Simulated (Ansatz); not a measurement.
Scan of H2F (cation, charge +1), singlet: symmetric bend, bond length relaxed. Scanned: H-F-H angle. Other coordinates (F-H bond length) were minimised at PBE0/def2-TZVP.

Levels of theory: RKS-PBE/def2-SVP = restricted PBE/def2-SVP (Ansatz, a first-principles code); RKS-PBE0/def2-SVP = restricted PBE0/def2-SVP in Ansatz; FCI/def2-SVP = full CI/def2-SVP, frozen core run with Ansatz.

Energies relative to the lowest point of each profile, in kcal/mol; the last columns give the error against full CI:

| a / ° | RKS-PBE/def2-SVP | RKS-PBE0/def2-SVP | FCI/def2-SVP | RKS-PBE/def2-SVP − FCI/def2-SVP | RKS-PBE0/def2-SVP − FCI/def2-SVP |
|---|---|---|---|---|---|
| 180 | 14.5 | 14.2 | 16.6 | -2.0 | -2.4 |
| 172.80 | 14.2 | 13.8 | 16.2 | -2.0 | -2.3 |
| 164.59 | 12.9 | 12.6 | 14.7 | -1.7 | -2.1 |
| 155.27 | 10.7 | 10.3 | 12.0 | -1.3 | -1.7 |
| 147.27 | 8.2 | 7.8 | 9.1 | -0.9 | -1.3 |
| 139.47 | 5.7 | 5.3 | 6.2 | -0.6 | -0.9 |
| 131 | 3.1 | 2.8 | 3.3 | -0.3 | -0.5 |
| 123.96 | 1.3 | 1.1 | 1.4 | -0.1 | -0.3 |
| 114.42 | 0.0 | 0.0 | 0.0 | 0.0 | 0.0 |
| 107.26 | 0.1 | 0.3 | 0.1 | 0.0 | 0.2 |
| 99.89 | 1.5 | 1.9 | 1.6 | -0.1 | 0.3 |
| 92.04 | 4.7 | 5.4 | 5.0 | -0.3 | 0.4 |
| 85.21 | 9.2 | 10.2 | 9.6 | -0.5 | 0.6 |
| 75.33 | 18.8 | 20.3 | 19.6 | -0.9 | 0.6 |
| 66.91 | 30.2 | 32.2 | 31.6 | -1.4 | 0.6 |
| 60 | 42.1 | 44.6 | 44.0 | -1.9 | 0.6 |

RKS-PBE/def2-SVP is furthest from FCI/def2-SVP at 180 (-2.0 kcal/mol, below); its mean absolute error over the points is 0.9 kcal/mol.

RKS-PBE0/def2-SVP is furthest from FCI/def2-SVP at 180 (-2.4 kcal/mol, below); its mean absolute error over the points is 0.9 kcal/mol.
